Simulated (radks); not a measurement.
The samarium ion Sm+ inside a hard spherical wall (all orbitals vanish at R), configuration held at [Xe] 4f6 6s1 and not refilled when levels cross. Method: scalar-relativistic Kohn-Sham, LDA (Slater exchange, VWN5 correlation), spin-polarised, spherical densities, finite nucleus; open shells are filled with parallel spins first (spin-orbit coupling, left out, can overturn this in heavy ions); Fermi nuclear charge, rms radius 5.0819 fm; computed with a radial shooting solver on a logarithmic mesh with Libxc functionals. Eigenvalues in eV for spin up, with the zero of energy where the potential of the charges vanishes at infinity; a dash marks a level that is unbound or too diffuse for the functional's potential to be trusted. A positive occupied level is held by the wall or, in an anion where self-interaction has pushed it up, behind a barrier. The pressure on the wall is -dE/dV.

| R (bohr) | E (hartree) | kinetic (hartree) | e(5s) | e(5p) | e(4f) | e(6s) | e(5d, empty) | e(6p, empty) | pressure (GPa) |
|---|---|---|---|---|---|---|---|---|---|
| free | -10419.3403 | 11133.412 | -50.483 | -30.216 | -10.016 | -9.023 | -7.833 | -5.702 | 0 |
| 15 | -10419.3403 | 11133.412 | -50.483 | -30.216 | -10.016 | -9.023 | -7.833 | -5.701 | < 0.0001 |
| 12 | -10419.3402 | 11133.413 | -50.481 | -30.214 | -10.014 | -9.021 | -7.832 | -5.690 | 0.000477 |
| 6 | -10419.2996 | 11133.657 | -49.677 | -29.448 | -9.196 | -7.516 | -6.947 | -2.641 | 3.00 |
| 5 | -10419.2115 | 11134.068 | -48.781 | -28.609 | -8.222 | -4.847 | -5.685 | 1.650 | 14.3 |
| 4 | -10418.8803 | 11135.560 | -46.526 | -26.427 | -5.576 | 3.430 | -2.090 | 13.345 | 93.4 |
| 3.5 | -10418.3809 | 11137.785 | -43.918 | -23.720 | -2.383 | 13.687 | 2.247 | 26.586 | 286 |
| 2.5 | -10413.6941 | 11156.539 | -27.076 | -4.259 | 17.024 | 80.347 | 30.507 | 104.16 | 4240 |
